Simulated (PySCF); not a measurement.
Level of theory: PySCF, PBE, basis I def2-TZVP with ECP28, O def2-TZVP (scalar-relativistic core potentials, no spin–orbit coupling, density fitting).

Each entry is the lowest minimum that a search over a few typed start shapes (and spin states, where more than one is plausible) found, or that minimum re-optimised at the stated level; isomers with ligand–ligand bonds, or fragments after loss of a ligand pair, can lie lower. Open shells are unrestricted.

IO₂ is a doublet of C2v symmetry with I–O 1.828 Å (×2); O–I–O 110.7°. Its wavenumbers are 257, 762, 784 cm⁻¹.

(1) What changes when one electron is removed, giving IO₂⁺?

## Answers

(1) It costs 9.74 eV between the minima (9.75 eV with zero-point energy). IO₂⁺ is a singlet of C2v symmetry with I–O 1.782 Å (×2); O–I–O 110.8°; wavenumbers 280, 838, 875 cm⁻¹.
